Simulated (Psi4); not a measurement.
CH₄AlF₂N (SMILES C[NH][Al]([F])[F]), singlet, geometry from GFN2-xTB (such geometries of metal compounds can be far from the true shape). Base run: CCSD(T)/def2-SVP run with Psi4.

Psi4 was given this input:
```
memory 2 GB

molecule {
0 1
Al    0.21365704    0.38779244    0.31759625
F     1.60612922    0.96547374    0.97191782
F    -1.18379662    1.18332346    0.65944486
N     0.22107563   -1.04534508   -0.72167103
C    -0.92225956   -1.67384830   -1.37086379
H     1.08665733   -1.52633535   -0.92487280
H    -1.04908301   -2.70628264   -1.03382730
H    -0.80876905   -1.67198902   -2.45839076
H    -1.82131223   -1.11536418   -1.11704453
}

set {
  basis def2-svp
  freeze_core true
}

energy('ccsd(t)')
print_variables()
```

The base run was repeated with changes; each row names its change, and settings that it needs were set with it.

```csv
change,ΔE vs base (mEh),MP2 correlation (Eh),basis functions,core-seconds (rough)
base,0.000,-0.74295,94,60
method = qcisd(t),-0.712,-0.74295,94,40
method = ccsd,14.850,-0.74295,94,40
method = fno-ccsd(t),0.000,-0.74295,94,50
method = mp4,[?],-0.74295,94,30
method = mp3,[?],-0.74279,94,7
method = dlpno-mp2,44.514,-0.74272,94,4
method = mp2,44.445,-0.74279,94,5
```

Question: Fill in the missing entries.

Answer: 
- method = mp4, ΔE vs base (mEh): -1.812
- method = mp3, ΔE vs base (mEh): 27.160
